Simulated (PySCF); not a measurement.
NbOCl₃, SMILES [O]=[Nb]([Cl])([Cl])[Cl], multiplicity 1.

Coordinates come from a PBE-D3(BJ)/def2-SVP optimisation. The multiplicity is an assumed one; other spin states were not compared. The isomer is the one that the SMILES or the coordinates give; other isomers of the formula were not compared. The def2 effective core potentials stand for the cores of Nb; spin–orbit coupling is left out.

Calculation: PySCF 2.14.0 with PBE-D3(BJ)/def2-SVP.

Frequencies are harmonic and unscaled.

Modes within 1.5 cm⁻¹ of each other (mostly degenerate sets) share a row, with their intensities summed.

```
mode  ν (cm⁻¹)  IR (km/mol)  moving atoms (share of kinetic energy)
----  --------  -----------  --------------------------------------
1–2        101          1.6                        Cl 88 %, Nb 11 %
3          124          1.9                        Cl 60 %, Nb 33 %
4–5        213          3.4                         O 73 %, Cl 23 %
6          382          9.4                         Cl 91 %, Nb 8 %
7–8        436        169.6                        Cl 58 %, Nb 40 %
9         1008        122.0                         O 85 %, Nb 15 %
```
